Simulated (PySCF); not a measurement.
UHF on Br²⁺ (bromine, charge +2), [Ar] 3d10 4s2 4p2 4d1, one real determinant (an excited configuration). All numbers are calculated (PySCF 2.14, a scalar-relativistic core potential, in aug-cc-pVQZ-PP with ECP10MDF).

```
cycle= 7 E= -413.683760869678  delta_E= 0.00351  |g|= 0.00605  |ddm|= 0.587
cycle= 8 E= -413.688636668618  delta_E= -0.00488  |g|= 0.0262  |ddm|= 1.22
cycle= 9 E= -413.680907582656  delta_E= 0.00773  |g|= 0.0126  |ddm|= 1.41
cycle= 10 E= -413.679733893612  delta_E= 0.00117  |g|= 0.0063  |ddm|= 0.289
cycle= 11 E= -413.673487684074  delta_E= 0.00625  |g|= 0.0732  |ddm|= 1.05
cycle= 12 E= -413.673648340479  delta_E= -0.000161  |g|= 0.0719  |ddm|= 0.0061
cycle= 13 E= -413.677987485291  delta_E= -0.00434  |g|= 0.0211  |ddm|= 0.284
cycle= 14 E= -413.677749778652  delta_E= 0.000238  |g|= 0.0246  |ddm|= 0.547
cycle= 15 E= -413.678464571125  delta_E= -0.000715  |g|= 0.00404  |ddm|= 0.381
cycle= 16 E= -413.678484769173  delta_E= -2.02e-05  |g|= 0.00052  |ddm|= 0.0387
cycle= 17 E= -413.678485007889  delta_E= -2.39e-07  |g|= 0.000283  |ddm|= 0.00196
cycle= 18 E= -413.678485106854  delta_E= -9.9e-08  |g|= 4.52e-06  |ddm|= 0.00269
cycle= 19 E= -413.678485106878  delta_E= -2.45e-11  |g|= 4.4e-07  |ddm|= 3.5e-05
converged SCF energy = -413.678485106878  <S^2> = 3.7527179  2S+1 = 4.0013587
```

Highest occupied orbital energy: -16.329 eV; ⟨L²⟩ = 5.55; populations by l: s 4.41, p 8.00, d 10.59, f 0.00.

(1) Can this result be used?

## Answers

(1) Not for this state. Self-consistency was reached. ⟨L²⟩ = 5.55 against 12 for a pure F term, so this real determinant mixes terms. Energies and moments cover only the electrons outside the core potential. The outer electron is Rydberg-like, and this basis confines it to a smaller radius and binds it less than a complete one would. The s, p, d and f populations moved away from the nominal configuration during the SCF.
